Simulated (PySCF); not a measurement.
Static response to an electric field

Species: C₃H₁₂BPSi.
Geometry (PBE0-D3(BJ)/def2-SVP, Å), atoms numbered from 1 in this order:
```
atom  x, y, z in Å
C1    -2.493    0.544    0.031
C2    -1.109   -0.083    0.199
C3    -1.142   -1.587   -0.113
B4    -0.055    0.558   -0.778
P5     1.605    1.225   -0.205
Si6    2.444   -0.389    1.111
H7    -2.860    0.420   -1.001
H8    -3.228    0.073    0.706
H9    -2.485    1.623    0.251
H10   -0.795    0.035    1.251
H11   -1.881   -2.100    0.526
H12   -0.167   -2.072    0.057
H13   -1.427   -1.773   -1.161
H14   -0.344    0.711   -1.946
H15    2.437    1.126   -1.354
H16    1.546   -0.501    2.298
H17    2.542   -1.725    0.447
H18    3.809    0.019    1.559
```

Level: wB97X-D/def2-SVPD (PySCF), static field, nuclei fixed, core orbitals frozen in the response. The polarisability tensor in these axes (au):

```
x   126.41   2.06   9.74
y     2.06 102.67  -7.06
z     9.74  -7.06  98.84
```

What are the eigenvalues, a third of the trace, and Δα (Δα² = ½Σ(αi − αj)² over the three pairs)?

Principal values 91.08, 107.33 and 129.50 au; mean 109.31 au = 16.20 Å³ = 18.02 × 10⁻⁴⁰ C²·m²/J; Δα = 33.41 au (31 % of the mean).

What is the dipole moment, and where does it point?

(-0.13, -0.82, 0.09) D, 0.83 D in size, pointing from the negative to the positive side. Measured along this direction, the outermost atoms are H15 at the negative end and H11 at the positive end.

Refractivity n − 1 of an ideal gas of it at 273.15 K and 1 atm, from the electronic α?

N = p/kT = 2.6868 × 10¹⁹ cm⁻³, so n − 1 = 2π × N × 16.20 × 10⁻²⁴ cm³ = 2734 × 10⁻⁶ at long wavelengths, for an ideal gas.

In a dilute gas of rigid molecules at 500 K, how does the orientational term μ²/3kT compare with the electronic polarisability?

In Gaussian units μ²/3kT = 3.35 Å³ against 16.20 Å³, a ratio of 0.21; the Debye molar polarisation (4π/3)N_A(α + μ²/3kT) is 49.3 cm³/mol, leaving out the vibrational part.

In TDDFT the mean static polarisability is Σ f/ω² over all singlet excitations (ω in hartree). How much of it do the 10 lowest give? Their energies (eV) and oscillator strengths: 4.95, 0.0782; 5.72, 0.0044; 5.95, 0.0847; 6.41, 0.0275; 6.73, 0.0804; 6.97, 0.0523; 7.24, 0.0110; 7.46, 0.0533; 7.67, 0.0028; 7.80, 0.0092.

They add up to 7.86 au, 7.2 % of the 109.31 au; the largest single term is 2.37 au, from the state at 4.95 eV. Terms in order: 2.37, 0.10, 1.77, 0.50, 1.31, 0.80, 0.16, 0.71, 0.03, 0.11 au. Higher excitations give the rest. The strengths listed sum to 0.404.

Give the principal axes and the span of the nuclei along them.

Largest value along (0.95, -0.01, 0.30), where the nuclei span 7.13 Å; middle along (0.17, 0.84, -0.51), 4.41 Å; least along (-0.25, 0.54, 0.81), 3.22 Å. The response follows the extents in order.

Estimate the molar refractivity from the static electronic polarisability.

Lorentz–Lorenz: R = (4π/3)N_A α = 2.5225 cm³/(mol·Å³) × 16.20 Å³ = 40.9 cm³/mol, in the limit of long wavelengths.

Geometry: PBE0-D3(BJ)/def2-SVP, one conformer, isolated molecule.
